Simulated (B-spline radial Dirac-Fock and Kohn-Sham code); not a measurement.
EELS cross sections of the Mo M2 edge

System: neutral molybdenum, configuration [Kr] 4d5 5s1. Model: the first Born approximation with generalised oscillator strengths from a Dirac-Hartree-Slater potential (longitudinal and transverse terms; continuum final states only, so no white lines or fine structure). Program: a B-spline atomic structure program. The edge is taken at 411.6 eV (tabulated value).

Partial cross sections σ(β, Δ) in barn, integrated over a window Δ above the edge and up to the collection semi-angle β, for parallel illumination:

```
E₀ (kV)  β (mrad)  Δ = 25 eV  Δ = 50 eV  Δ = 100 eV  Δ = 200 eV  Δ = 300 eV
     60         5        125        241         429         676         817
     60        10        253        496         908        1480        1840
     60        20        396        798        1510        2550        3220
     80         5        136        264         474         757         924
     80        10        247        487         898        1480        1850
    100         5        142        276         499         806         992
    120        10          ?          ?           ?           ?           ?
    120        20        312        639        1230        2130        2720
    120       100        409        878        1820        3360        4490
    200         5        150        294         541         898        1130
    200        50        307        656        1340        2470        3270
    200       100        314        671        1380        2550        3410
    300        10        200        406         773        1330        1700
    300        20        238        498         990        1750        2280
```

Problem. Give the row for 120 kV and 10 mrad.

Solution. 232 b for 25 eV, 461 b for 50 eV, 858 b for 100 eV, 1440 b for 200 eV, 1810 b for 300 eV.

Values without a named source are computed, but for edge energies of neutral atoms, which are taken from tables.
